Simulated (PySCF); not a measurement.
CH₃O, charge -1, singlet, at a GFN2-xTB geometry. Base run: DF-HF/6-31G in PySCF.

Here is a job for PySCF.
```python
from pyscf import gto, scf

mol = gto.M(
    atom='''
C    -0.02331881    0.51924115   -0.01539977
O     0.03468978   -0.77243926    0.02290917
H    -1.08639489    0.97405626   -0.04951263
H     0.45655976    1.07094605    0.88097598
H     0.49222972    1.01906489   -0.92233812
''',
    basis='6-31g',
    charge=-1,
    verbose=5,
)

mf = scf.RHF(mol)
mf = mf.density_fit(auxbasis='def2-universal-jkfit')
mf.kernel()
```

Variants of this job, named by their change:

| change | basis functions | E (Eh) | HOMO (eV) | HOMO-LUMO gap (eV) |
|---|---|---|---|---|
| base | 24 | -114.33373 | -1.89 | 14.38 |
| basis = LANL2DZ | 24 | -114.36376 | -2.04 | 15.91 |
| basis = 3-21G | 24 | -113.72105 | -1.17 | 14.93 |
| basis = def2-SV(P) | 34 | … | … | … |
| basis = 6-31G* | 34 | -114.38213 | -1.95 | 14.66 |
| basis = 6-31+G* | 42 | -114.40823 | -2.77 | 9.53 |
| basis = 6-31G** | … | … | -1.95 | … |
| basis = aug-pcseg-1 | … | … | … | … |
| basis = def2-TZVP | 80 | -114.45026 | -2.60 | 11.85 |
| basis = cc-pVTZ | 102 | -114.44191 | -2.46 | 11.56 |
| basis = pc-2 | 102 | … | … | … |
| basis = aug-cc-pVTZ | 161 | -114.45381 | -2.85 | 6.82 |
| basis = cc-pVQZ | 200 | -114.45616 | -2.67 | 10.73 |

**Question.** Fill in the missing entries.

**Answer.** 
- basis = def2-SV(P), E (Eh): -114.29098
- basis = def2-SV(P), HOMO (eV): -2.07
- basis = def2-SV(P), HOMO-LUMO gap (eV): 12.66
- basis = 6-31G**, basis functions: 43
- basis = 6-31G**, E (Eh): -114.38748
- basis = 6-31G**, HOMO-LUMO gap (eV): 14.65
- basis = aug-pcseg-1, basis functions: 73
- basis = aug-pcseg-1, E (Eh): -114.38809
- basis = aug-pcseg-1, HOMO (eV): -2.86
- basis = aug-pcseg-1, HOMO-LUMO gap (eV): 6.96
- basis = pc-2, E (Eh): -114.45119
- basis = pc-2, HOMO (eV): -2.72
- basis = pc-2, HOMO-LUMO gap (eV): 10.66

Totals compare only among sets that treat the same electrons; sets with core potentials leave the core out.
